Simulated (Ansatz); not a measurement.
This geometry of CH8N2Si + H2S (15 atoms, charge 0, multiplicity 1) is a first-order saddle point.

Method: RKS B3LYP/6-31G* (Ansatz 0.2.0).

```xyz
15
Properties=species:S:1:pos:R:3
Si 0.339 0.994 -0.511
N 0.293 -0.439 0.739
C -0.492 -1.631 0.333
H 1.270 1.984 0.049
H -1.044 1.191 -0.970
N 1.150 0.316 -1.890
H -0.176 0.102 1.561
S -1.003 1.873 2.038
H 1.243 -0.709 1.005
H -1.537 -1.329 0.227
H -0.120 -2.012 -0.621
H -0.423 -2.409 1.098
H 0.649 0.063 -2.731
H 2.132 0.477 -2.075
H -2.280 1.527 1.746
```

(1) Which two structures does it join? (They come from a converged band through this point; their orientation in space is the band's.)

(2) How far does it lie above each of them?

Answers

(1) Bonds broken: Si1–N2, H7–S8. Bonds formed: Si1–S8, N2–H7. CH8N2Si + H2S becomes CH5N + H5NSSi.

Initial state:

```xyz
15
Properties=species:S:1:pos:R:3
Si 0.534 0.866 -0.897
N 0.344 -0.291 0.405
C -0.488 -1.490 0.283
H 1.346 1.952 -0.296
H -0.850 1.252 -1.270
N 1.304 0.445 -2.391
H -0.626 0.670 2.093
S -1.243 1.058 3.248
H 1.181 -0.468 0.956
H -1.402 -1.238 -0.266
H 0.006 -2.317 -0.249
H -0.790 -1.851 1.273
H 0.819 -0.101 -3.094
H 2.304 0.292 -2.438
H -2.440 1.219 2.643
```

Final state:

```xyz
15
Properties=species:S:1:pos:R:3
Si 0.027 2.230 -0.713
N 0.380 -1.448 0.539
C -0.600 -2.515 0.302
H 0.632 3.491 -1.211
H -1.372 2.123 -1.207
N 1.028 0.943 -1.228
H 0.008 -0.771 1.205
S -0.177 2.271 1.474
H 1.217 -1.836 0.973
H -1.500 -2.080 -0.144
H -0.189 -3.230 -0.418
H -0.902 -3.073 1.202
H 0.889 0.004 -0.833
H 1.996 1.132 -1.452
H -1.437 2.759 1.512
```

(2) 70.8 kJ/mol above the first and 94.4 kJ/mol above the second. This is the barrier of this one path; another mechanism may lie lower. The orbitals stay closed-shell, which can raise the energy where a bond breaks towards radicals; this wasn't checked here.

The run took 8.9 min on 2 threads of Arm Neoverse V2, on a shared host, peak memory 0.24 GiB.
